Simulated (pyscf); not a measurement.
Optimised with ωB97X-D3(BJ)/def2-SVP in PySCF. MP2 and CC: frozen core, UHF for open shells. ΔMP2 is the change of the MP2 total energy from the triple- to the quadruple-zeta basis.

Estimate by transition-state theory (the high-pressure limit) the rate constant of H₃C–BH–CH₂–CH₃ → H₃C–B(CH₃)–CH₃ (singlet surface; C–C, B–H broken, B–C, C–H formed) at 900 K, with CCSD(T)/def2-TZVPP + ΔMP2(QZVPP) energies (ideal gas, 1 atm, RRHO with modes under 100 cm⁻¹ raised to 100, one conformer, R ln 2 for chiral ones without a mode under 150 cm⁻¹; no tunnelling).

The electronic barrier is 57.2 kcal/mol and the thermal terms add +0.3, so ΔG‡ = 57.6 kcal/mol. With k_BT/h = 1.88e+13 s⁻¹ and RT = 1.788 kcal/mol, k = 2.0e-01 s⁻¹, a half-life of 3.5e+00 s through this channel alone. Wigner's tunnelling factor for 576i cm⁻¹ would be 1.04. A shift of 1 kcal/mol in the barrier changes k by a factor 1.7. One saddle was located; it need not be the lowest between these sides. The CCSD(T) − MP2 part came from Ansatz, without density fitting, on the same reference.
